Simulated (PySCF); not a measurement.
## Computed properties of Nb(S)(F)(NH2)2 (FH₄N₂NbS), SMILES [NH2][Nb]([NH2])([F])=[S], multiplicity 1

Nb(S)(F)(NH2)2 (FH4N2NbS), SMILES [Nb]([NH2])([F])(=[S])[NH2], multiplicity 1. Coordinates come from a B3LYP-D3(BJ)/def2-SVP optimisation. The spin state was assumed, not searched. The def2 effective core potentials stand for the cores of Nb; spin–orbit coupling is left out. The values are those of a single conformer. All values are computed for the isolated molecule unless a solvent is named; none is compared with measurement here.

**Structure.** The optimised structure has Cs symmetry. All 21 harmonic modes at B3LYP-D3(BJ)/def2-SVP (PySCF) are real, so it is a minimum. With heavy atoms numbered as in [Nb:1](=[S:2])([F:3])([NH2:4])[NH2:7], the shortest bond between them is Nb1–F3 at 1.889 Å and the longest Nb1–S2 at 2.157 Å.

**Vibrations.** The strongest infrared lines (harmonic, unscaled, degenerate partners summed) lie at 682 cm⁻¹ (148 km/mol, F 63 %, Nb 19 %, N 11 %), 530 cm⁻¹ (141 km/mol, H 61 %, N 18 %, S 17 %), 697 cm⁻¹ (139 km/mol, N 65 %, Nb 21 %, H 14 %). The softest mode is at 156 cm⁻¹ and the zero-point energy is 33.6 kcal/mol.

**Electronic structure.** CAM-B3LYP/def2-TZVP (PySCF) places the frontier levels at -8.86 and -0.78 eV, a gap of 8.08 eV, and gives a dipole moment of 4.30 D and a mean polarisability of 75.9 bohr³. PBE/def2-TZVP (PySCF) at the same geometry gives -6.39 and -2.61 eV, so its gap is 4.30 eV narrower. An orbital gap is neither the optical nor the fundamental gap.

**Excitations.** TDA-B3LYP/def2-SVPD (PySCF) has S1 at 3.90 eV (318 nm, f = 0.000, dark); the most intense of the 10 singlets computed lies at 5.27 eV (f = 0.02). T1 (TDA) is at 3.40 eV, 0.50 eV under S1. TDA-PBE/def2-SVPD (PySCF) puts S1 at 3.85 eV. No vertical singlet excitation falls in the visible range (under 3.1 eV).
